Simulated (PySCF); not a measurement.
palladium atom (Pd), singlet (core potentials on Pd). Base run: PySCF with PBE0/def2-SVPD, TDDFT.

Input for PySCF:
```python
from pyscf import gto, scf, dft, tdscf

mol = gto.Mole()
mol.atom = '''
    Pd    0.000000    0.000000    0.000000
'''
mol.basis = 'def2-svpd'
mol.ecp = {'Pd': 'def2-svpd'}
mol.charge = 0
mol.spin = 0
mol.verbose = 4
mol.build()

mf = dft.RKS(mol)
mf.xc = 'pbe0'
mf.kernel()
td = mf.TDDFT()
td.nstates = 5
td.kernel()
td.analyze(verbose=3)
```

Variants of this job, named by their change:

```
change                                      first excitation (eV)  oscillator strength of the first  second (eV)                outcome
------------------------------------------  ---------------------  --------------------------------  -----------  ---------------------
base                                                         1.09                             0.000         1.09              converged
nstates = 2                                                  1.09                             0.000         1.09              converged
functional = wb97x                                           1.12                             0.000         1.12              converged
conv_tol = 1e-3                                              1.09                             0.000         1.09              converged
functional = hf                                               [?]                             0.000          [?]              converged
states = triplets; response = Tamm-Dancoff                   0.55                                 -         0.55              converged
basis = def2-SVP                                             1.09                             0.000         1.09              converged
functional = camb3lyp                                         [?]                             0.000          [?]              converged
nstates = 15                                                 1.09                             0.000         1.09              converged
functional = blyp                                               -                                 -            -  stopped with an error
```

**Question.** Some entries are withheld; supply them.

**Answer.** 
- functional = hf, first excitation (eV): 2.01
- functional = hf, second (eV): 2.01
- functional = camb3lyp, first excitation (eV): 1.01
- functional = camb3lyp, second (eV): 1.01

An iterative solver can miss low states, so a row lists the states that it found.

- functional = blyp: ended with `RuntimeError: Not enough eigenvalues`
